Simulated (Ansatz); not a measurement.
One geometry of `F[CH2][AlH][GeH3]`, several functionals.

```yaml
crystal:
  periodic: [false, false, false]
  atoms:
    - {symbol: F, position_ang: [-1.988514, 0.960147, 0.269269]}
    - {symbol: C, position_ang: [-0.803295, 1.703975, 0.284598]}
    - {symbol: Al, position_ang: [0.783497, 0.545605, 0.019174]}
    - {symbol: Ge, position_ang: [0.451832, -1.887618, -0.277900]}
    - {symbol: H, position_ang: [-0.882959, 2.475180, -0.493451]}
    - {symbol: H, position_ang: [-0.761118, 2.245546, 1.239243]}
    - {symbol: H, position_ang: [2.206717, 1.256257, 0.008057]}
    - {symbol: H, position_ang: [1.773471, -2.668462, -0.410722]}
    - {symbol: H, position_ang: [-0.319592, -2.497939, 0.908318]}
    - {symbol: H, position_ang: [-0.376840, -2.183691, -1.543587]}
basis:
  gaussian: {orbitals: def2-TZVPP}
hamiltonian: {xc: {name: B3LYP}, dispersion: d4}
output: {forces: true, orbitals: {seedname: orbitals}}
```

```sh
$ ansatz run in.yaml --threads 4 --pin off --events-out ev --progress --plain --max-ram 10444MiB
```

Shortened log:

```
Functional definition: B3LYP
1372 factors; their error is unknown
mean field evaluation 1: about -66965.7624 eV, gradient 4.5e1 eV
mean field evaluation 2: about -66963.8677 eV, gradient 5.3e1 eV
mean field evaluation 4: about -66969.9335 eV, gradient 1.8e0 eV
mean field evaluation 8: about -66969.9395 eV, gradient 4.1e-2 eV
mean field evaluation 16: about -66970.1626 eV, gradient 4.4e-5 eV
mean field -66970.16261440 eV, -2461.1080820727 hartree, gradient 4.4e-5 eV, S^2 0.000000; 0 other end points of the search recorded, 0 dependent functions left out
reference -66970.16292051 eV, -2461.1080933220 hartree; 33, 33 occupied and 203, 203 virtual orbitals, 1372 factors
Total energy: -66970.43876574 eV, -2461.1182304470 hartree
Atom 0 at    -1.988514     0.960147     0.269269 Å, force    -0.352431    -0.224578    -0.005166 eV/Å
Atom 1 at    -0.803295     1.703975     0.284598 Å, force     0.336766     0.309154     0.016526 eV/Å
Atom 2 at     0.783497     0.545605     0.019174 Å, force     0.126647     0.051748    -0.002344 eV/Å
Atom 3 at     0.451832    -1.887618    -0.277900 Å, force    -0.000604     0.006710     0.001939 eV/Å
Atom 4 at    -0.882959     2.475180    -0.493451 Å, force    -0.004727    -0.032199     0.045618 eV/Å
Atom 5 at    -0.761118     2.245546     1.239243 Å, force    -0.011700    -0.019112    -0.050738 eV/Å
Atom 6 at     2.206717     1.256257     0.008057 Å, force    -0.085249    -0.039093     0.001370 eV/Å
Atom 7 at     1.773471    -2.668462    -0.410722 Å, force     0.004972    -0.017727    -0.002788 eV/Å
Atom 8 at    -0.319592    -2.497939     0.908318 Å, force    -0.006252    -0.018469     0.005228 eV/Å
Atom 9 at    -0.376840    -2.183691    -1.543587 Å, force    -0.007421    -0.016435    -0.009646 eV/Å
Dipole moment:     0.259143     0.270542     0.019415 e Å
```

Hardware: 4 threads of an Arm Neoverse V2 on a shared host. Wall time 3.4 s, peak host memory 0.65 GiB.

Changing it to `hamiltonian: {xc: r2scan, dispersion: d4}` (abridged; 3.6 s):

```
Functional definition: r2SCAN
mean field evaluation 16: about -66965.1445 eV, gradient 2.4e-4 eV
mean field -66965.14452667 eV, -2460.9236707501 hartree, gradient 7.8e-6 eV, S^2 0.000000
Total energy: -66965.18650402 eV, -2460.9252133892 hartree
Atom 0 force    -0.324856    -0.192695    -0.002760 eV/Å
Atom 1 force     0.355565     0.136375    -0.007562 eV/Å
Atom 2 force     0.021411    -0.041570    -0.007515 eV/Å
Atom 3 force     0.016697     0.037519     0.005591 eV/Å
Atom 4 force    -0.015351     0.025161     0.008185 eV/Å
Atom 5 force    -0.016067     0.026469     0.001348 eV/Å
Atom 6 force    -0.025541    -0.011734     0.000597 eV/Å
Atom 7 force    -0.076864     0.018049     0.003418 eV/Å
Atom 8 force     0.030924     0.009664    -0.066702 eV/Å
Atom 9 force     0.034081    -0.007239     0.065399 eV/Å
Dipole moment:     0.235857     0.260754     0.019512 e Å
```

B3LYP takes the VWN-RPA correlation (the form of Gaussian; ORCA's B3LYP/G).
